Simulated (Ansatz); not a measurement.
System: C3H4N, net charge 0, doublet state. It need not be the lowest isomer of its formula. SMILES: [CH2]C[N+]#[C-]
Coordinates optimised at B3LYP-D3(BJ)/def2-TZVP (Ansatz, an electronic-structure program):
```xyz
8

C     -1.5958     0.1356    -0.0750
C     -0.3195    -0.4769    -0.5251
N      0.8153     0.0496     0.1537
C      1.7356     0.4869     0.7180
H     -1.6177     0.8171     0.7603
H     -2.5138    -0.1446    -0.5697
H     -0.3272    -1.5646    -0.3723
H     -0.1705    -0.3286    -1.6017
```
Charge 0, spin multiplicity 2.

Quantity: atomisation energy (electronic, to ground-state atoms), in eV. Correlated levels leave the core frozen unless marked. UHF or UKS for open shells. No spin-orbit coupling. Non-relativistic. The coupled-cluster limit lacks core correlation, which all-electron functionals hold. CBS(X,Y): correlation extrapolated as X^-3; Hartree-Fock from the larger set. [CCSD(T)-MP2]/basis is that difference in the basis named.

```tsv
level	program	atomisation energy (eV)	minus last row
HF/aug-cc-pVDZ	Ansatz	23.57	-10.01
HF/aug-cc-pVQZ	Ansatz	24.12	-9.46
PBE0/def2-TZVP	Ansatz	33.97	0.39
B2GP-PLYP-D3(BJ)/def2-TZVPD	Ansatz + dftd3	33.37	-0.21
RI-MP2/aug-cc-pVTZ	Ansatz	33.48	-0.10
RI-MP2/CBS(cc-pVTZ,cc-pVQZ)+[CCSD(T)-MP2]/cc-pVTZ	Ansatz	33.58	0.00
RI-MP2/CBS(aug-cc-pVTZ,aug-cc-pVQZ)+[CCSD(T)-MP2]/aug-cc-pVTZ	Ansatz	33.58	0.00
```
